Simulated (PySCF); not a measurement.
C2H8GaN, SMILES C[CH2][GaH][NH2] (B3LYP/def2-SVP optimised geometry):

```
12

Ga     0.853    -0.134     0.000
H      2.425    -0.134     0.000
C     -0.325    -1.735     0.000
C     -1.834    -1.459     0.001
H     -0.040    -2.346     0.876
H     -0.041    -2.345    -0.877
H     -2.145    -0.878    -0.883
H     -2.145    -0.884     0.889
H     -2.425    -2.392    -0.002
N      0.070     1.517     0.000
H      0.584     2.392    -0.002
H     -0.932     1.681    -0.001
```

Computed with B3LYP/def2-TZVP (PySCF 2.14.0).

Problem. What are the frontier orbital energies and the dipole moment?

Solution. HOMO-2 -8.79 eV, HOMO-1 -7.29 eV, HOMO -6.91 eV, LUMO -0.55 eV, LUMO+1 0.26 eV; dipole moment 0.76 D.

Meta-Löwdin charges at B3LYP/def2-TZVP: Ga1 0.48, H2 -0.09, C3 -0.40, C4 -0.31, H5 0.11, H6 0.11, H7 0.10, H8 0.10, H9 0.10, N10 -0.65, H11 0.23, H12 0.22.
